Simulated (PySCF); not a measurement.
trifluoromethane (CHF3), singlet, at a GFN2-xTB geometry; PBE0/def2-SVP (PySCF).

Here is a job for PySCF.
```python
from pyscf import gto, scf, dft

mol = gto.M(
    atom='''
C     0.001846    0.001479    0.337026
H     0.007891    0.006322    1.440843
F     0.027274    1.242683   -0.133867
F     1.061987   -0.646440   -0.131245
F    -1.091368   -0.597932   -0.119665
''',
    basis='def2-svp',
    charge=0,
    spin=0,
    verbose=4,
)

mf = dft.RKS(mol)
mf.xc = 'pbe0'
mf.grids.atom_grid = (99, 590)
mf.grids.prune = None
mf.kernel()
```

Output, abridged:

```
PySCF version 2.14.0

[INPUT] verbose = 4
[INPUT] num. atoms = 5
[INPUT] num. electrons = 34
[INPUT] charge = 0
[INPUT] spin (= nelec alpha-beta = 2S) = 0
[INPUT] symmetry False subgroup None
[INPUT] Mole.unit = angstrom
[INPUT] Symbol           X                Y                Z      unit          X                Y                Z       unit  Magmom
[INPUT]  1 C      0.001846000000   0.001479000000   0.337026000000 AA    0.003488434426   0.002794904938   0.636886836858 Bohr   0.0
[INPUT]  2 H      0.007891000000   0.006322000000   1.440843000000 AA    0.014911828849   0.011946848560   2.722798658497 Bohr   0.0
[INPUT]  3 F      0.027274000000   1.242683000000  -0.133867000000 AA    0.051540390321   2.348330529653  -0.252971967117 Bohr   0.0
[INPUT]  4 F      1.061987000000  -0.646440000000  -0.131245000000 AA    2.006864577848  -1.221594555964  -0.248017105219 Bohr   0.0
[INPUT]  5 F     -1.091368000000  -0.597932000000  -0.119665000000 AA   -2.062386621114  -1.129927721113  -0.226134076696 Bohr   0.0

nuclear repulsion = 134.277046162334
number of shells = 27
number of NR pGTOs = 103
number of NR cGTOs = 61
basis = def2-svp
ecp = {}

******** <class 'pyscf.dft.rks.RKS'> ********
method = RKS
initial guess = minao
damping factor = 0
level_shift factor = 0
DIIS = <class 'pyscf.scf.diis.CDIIS'>
diis_start_cycle = 1
diis_space = 8
diis_damp = 0
SCF conv_tol = 1e-09
SCF conv_tol_grad = None
SCF max_cycles = 50
direct_scf = True
direct_scf_tol = 1e-13
XC library pyscf.dft.libxc version 7.1.2
    S. Lehtola, C. Steigemann, M. J. T. Oliveira, and M. A. L. Marques,  SoftwareX 7, 1–5 (2018)
XC functionals = pbe0
    C. Adamo and V. Barone,  J. Chem. Phys. 110, 6158 (1999)
    M. Ernzerhof and G. E. Scuseria,  J. Chem. Phys. 110, 5029 (1999)
radial grids:
    Treutler-Ahlrichs [JCP 102, 346 (1995); DOI:10.1063/1.469408] (M4) radial grids

becke partition: Becke, JCP 88, 2547 (1988); DOI:10.1063/1.454033
pruning grids: None
grids dens level: 3
symmetrized grids: False
atomic radii adjust function: <function treutler_atomic_radii_adjust>
User specified grid scheme (99, 590)
small_rho_cutoff = 0
Set gradient conv threshold to 3.16228e-05
Initial guess from minao.
tot grids = 292056
init E= -338.126421837314
  HOMO = -0.406142623243276  LUMO = 0.100144085711922  gap/eV = 13.77676
cycle= 1 E= -337.534313553727  delta_E= 0.592  |g|= 0.84  |ddm|= 2.17
  HOMO = -0.36142512341206  LUMO = 0.0394286064522884  gap/eV = 10.90779
cycle= 2 E= -337.431412446779  delta_E= 0.103  |g|= 1.18  |ddm|= 1.21
  HOMO = -0.410603108190528  LUMO = 0.0877195268032032  gap/eV = 13.56005
cycle= 3 E= -337.654007869948  delta_E= -0.223  |g|= 0.0226  |ddm|= 0.712
  HOMO = -0.407438852604536  LUMO = 0.0890749247407823  gap/eV = 13.51083
cycle= 4 E= -337.654078441945  delta_E= -7.06e-05  |g|= 0.0076  |ddm|= 0.0167
  HOMO = -0.408589466511246  LUMO = 0.0887974218742107  gap/eV = 13.53459
cycle= 5 E= -337.654087177965  delta_E= -8.74e-06  |g|= 0.00156  |ddm|= 0.00618
  HOMO = -0.408317182296658  LUMO = 0.0889097409322677  gap/eV = 13.53023
cycle= 6 E= -337.654087701177  delta_E= -5.23e-07  |g|= 0.000153  |ddm|= 0.00155
  HOMO = -0.408334991518055  LUMO = 0.0888978391115955  gap/eV = 13.53039
cycle= 7 E= -337.654087706373  delta_E= -5.2e-09  |g|= 1.26e-05  |ddm|= 0.000142
  HOMO = -0.408334641243156  LUMO = 0.0888976684686091  gap/eV = 13.53038
cycle= 8 E= -337.654087706397  delta_E= -2.46e-11  |g|= 1.54e-06  |ddm|= 9.43e-06
  HOMO = -0.408334511670997  LUMO = 0.0888975689445717  gap/eV = 13.53037
Extra cycle  E= -337.654087706398  delta_E= -7.96e-13  |g|= 8.61e-07  |ddm|= 1.79e-06
converged SCF energy = -337.654087706398
```
